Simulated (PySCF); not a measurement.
**GeF₂ + O₂ → GeO₂ + F₂**

Level: PBE0 in the def2-TZVP basis family, all electrons, no relativity, computed in PySCF with density fitting; open shells unrestricted.

```
species                            state and structure       E (Eh)  ZPE (kJ/mol)  H(298 K) − H(0) (kJ/mol)  S° (J/(mol K))
   GeF₂  singlet, C2v, Ge–F 1.745 Å (×2); F–Ge–F 97.1°  -2276.40758           9.7                      11.8           271.2
     O₂                      triplet, D∞h, O–O 1.193 Å   -150.23561          10.3                       8.7           204.9
   GeO₂                singlet, D∞h, Ge–O 1.613 Å (×2)  -2227.04931          14.7                      11.7           244.7
     F₂                      singlet, D∞h, F–F 1.376 Å   -199.40856           6.6                       8.7           201.9
```

Q: What is the electronic reaction energy?

A: At PBE0/def2-TZVP, ΔE = 486.6 kJ/mol from the differences of the total energies times 2625.5, uphill. 

Q: Add zero-point, thermal and entropy terms for 298.15 K and 1 bar.

A: ΔZPE = 1.3 and Δ[H(298) − H(0)] = -0.1 kJ/mol give ΔH° = 487.8 kJ/mol. ΔS° = -29.5 J/(mol K), so ΔG° = 487.8 − 298.15 × (-0.0295) = 497 kJ/mol.

The structures come from searches over a few start shapes, so lower isomers are not excluded.
